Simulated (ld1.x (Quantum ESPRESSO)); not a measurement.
**Reading a pseudo-wave (C)**

Columns: radius, all-electron u(r) and pseudo u(r) of the 2s shell (level -32.61 eV) of carbon in the configuration [He] 2s2 2p0.5; LDA (PZ), scalar-relativistic, RRKJ scheme, ld1.x (Quantum ESPRESSO) 7.5.

| r (bohr) | all-electron | pseudo |
| --- | --- | --- |
| 0.078 | 0.3344 | -0.0505 |
| 0.155 | 0.3884 | -0.1021 |
| 0.232 | 0.3025 | -0.1573 |
| 0.310 | 0.1495 | -0.2187 |
| 0.388 | -0.0263 | -0.2871 |
| 0.465 | -0.1982 | -0.3624 |
| 0.542 | -0.3557 | -0.4447 |
| 0.620 | -0.4944 | -0.5328 |
| 0.698 | -0.6098 | -0.6206 |
| 0.775 | -0.7008 | -0.7007 |
| 0.852 | -0.7703 | -0.7682 |
| 0.930 | -0.8207 | -0.8196 |
| 1.008 | -0.8533 | -0.8531 |
| 1.085 | -0.8703 | -0.8703 |
| 1.162 | -0.8745 | -0.8745 |
| 1.240 | -0.8681 | -0.8681 |
| 1.318 | -0.8529 | -0.8529 |
| 1.395 | -0.8309 | -0.8309 |
| 1.472 | -0.8037 | -0.8037 |
| 1.550 | -0.7720 | -0.7720 |
| 1.628 | -0.7375 | -0.7375 |
| 1.705 | -0.7015 | -0.7015 |
| 1.782 | -0.6644 | -0.6644 |
| 1.860 | -0.6263 | -0.6263 |
| 1.938 | -0.5884 | -0.5884 |
| 2.015 | -0.5515 | -0.5515 |

Q: How many radial nodes do the two functions have?

A: The all-electron 2s function has n − l − 1 = 1; the pseudo-wave has 0, since the states of the same l below it are removed with the core.

Q: At about which radius was the pseudo-wave matched?

A: 1.15 bohr. The columns agree to 0.0005 from 1.01 bohr on; several derivatives are matched, so the curves merge somewhat inside the radius.

Q: Is the pseudo-wave norm-conserving?

A: Yes: the RRKJ scheme keeps the norm inside the radius equal to the all-electron one, which fixes the energy derivative of the logarithmic derivative at the level.
